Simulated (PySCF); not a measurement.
Computed shifts of a molecule C₄H₁₀O, PBE0/pcSseg-1 run with PySCF, GIAO, gas phase, equivalent atoms averaged, in ppm (number of nuclei): ¹³C: 71.0 (1), 35.8 (2), 32.2 (1). ¹H: 1.49 (9), 0.14 (1). References: ¹³C against TMS (σ = 186.3 ppm); ¹⁷O against H2O (σ = 334.2 ppm); ¹H against TMS (σ = 31.56 ppm), references at their B3LYP-D3(BJ)/def2-TZVP geometries, non-relativistic. Geometry: B3LYP-D3(BJ)/def2-SVP. The values are those of a single conformer.

Problem. Identify the compound among the candidates.
A. CCCCO
B. CC[C@H](C)O
C. CC(C)(C)O
D. CCOCC

Solution. C, CC(C)(C)O
